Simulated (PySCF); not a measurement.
Worked example: refractive index and permittivity of the vapour

B(H)(Me)(SeH) (CH5BSe), SMILES CB[SeH].

Geometry optimised at PBE0-D3(BJ)/def2-SVP. The values are those of a single conformer.

PySCF with PBE/def2-TZVPD gives a mean static polarisability of 60.5 bohr³ and a dipole moment of 0.37 D. Take an ideal gas at 298.15 K and 1 bar, whether or not the substance is that volatile.

Question: Work out n − 1 in the optical limit and the static ε − 1.

Answer: 
Polarisability volume α' = 60.5 × 0.148185 = 8.97 Å³. Number density N = p/kT = 2.43e-5 Å⁻³.
Dilute limit of Lorentz–Lorenz: n − 1 = 2π N α' = 0.0014.
Orientation term of Debye: μ²/(3kT) = 8.098 Å³ × μ²(D²) = 1.11 Å³.
ε − 1 = 4π N (α' + μ²/3kT) = 0.0031. Orientation of the dipole supplies 11 % of the static response; it can't follow optical fields. Vibrational polarisation and dispersion are left out.
